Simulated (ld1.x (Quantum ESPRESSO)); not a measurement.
## Reading a pseudo-wave (Te (Z = 52))

Columns: radius, all-electron u(r) and pseudo u(r) of the 5s shell (level -16.12 eV) of tellurium in the configuration [Kr] 4d10 5s1 5p5; LDA (PZ), scalar-relativistic, TM scheme, ld1.x (Quantum ESPRESSO) 7.5.

```json
{"r (bohr)": "0.105", "all-electron": "-0.1350", "pseudo": "0.0184"}
{"r (bohr)": "0.210", "all-electron": "0.2470", "pseudo": "0.0381"}
{"r (bohr)": "0.315", "all-electron": "0.1556", "pseudo": "0.0604"}
{"r (bohr)": "0.420", "all-electron": "-0.1523", "pseudo": "0.0868"}
{"r (bohr)": "0.525", "all-electron": "-0.3649", "pseudo": "0.1190"}
{"r (bohr)": "0.630", "all-electron": "-0.4047", "pseudo": "0.1588"}
{"r (bohr)": "0.735", "all-electron": "-0.3084", "pseudo": "0.2079"}
{"r (bohr)": "0.840", "all-electron": "-0.1369", "pseudo": "0.2676"}
{"r (bohr)": "0.945", "all-electron": "0.0600", "pseudo": "0.3382"}
{"r (bohr)": "1.050", "all-electron": "0.2505", "pseudo": "0.4182"}
{"r (bohr)": "1.155", "all-electron": "0.4171", "pseudo": "0.5041"}
{"r (bohr)": "1.260", "all-electron": "0.5527", "pseudo": "0.5899"}
{"r (bohr)": "1.365", "all-electron": "0.6562", "pseudo": "0.6682"}
{"r (bohr)": "1.470", "all-electron": "0.7294", "pseudo": "0.7319"}
{"r (bohr)": "1.575", "all-electron": "0.7761", "pseudo": "0.7763"}
{"r (bohr)": "1.680", "all-electron": "0.8005", "pseudo": "0.8005"}
{"r (bohr)": "1.785", "all-electron": "0.8068", "pseudo": "0.8068"}
{"r (bohr)": "1.890", "all-electron": "0.7988", "pseudo": "0.7988"}
{"r (bohr)": "1.995", "all-electron": "0.7796", "pseudo": "0.7796"}
{"r (bohr)": "2.100", "all-electron": "0.7524", "pseudo": "0.7524"}
{"r (bohr)": "2.205", "all-electron": "0.7193", "pseudo": "0.7193"}
{"r (bohr)": "2.310", "all-electron": "0.6823", "pseudo": "0.6823"}
{"r (bohr)": "2.415", "all-electron": "0.6430", "pseudo": "0.6430"}
{"r (bohr)": "2.520", "all-electron": "0.6026", "pseudo": "0.6026"}
{"r (bohr)": "2.625", "all-electron": "0.5621", "pseudo": "0.5621"}
{"r (bohr)": "2.730", "all-electron": "0.5221", "pseudo": "0.5221"}
```

(1) How many radial nodes do the two functions have?

(2) At about which radius was the pseudo-wave matched?

(3) Is the pseudo-wave norm-conserving?

## Answers

(1) The all-electron 5s function has n − l − 1 = 4 (the table is too coarse to show those close to the nucleus); the pseudo-wave has 0, since the states of the same l below it are removed with the core.

(2) 1.75 bohr. The columns agree to 0.0005 from 1.57 bohr on; several derivatives are matched, so the curves merge somewhat inside the radius.

(3) Yes: the TM scheme keeps the norm inside the radius equal to the all-electron one, which fixes the energy derivative of the logarithmic derivative at the level.
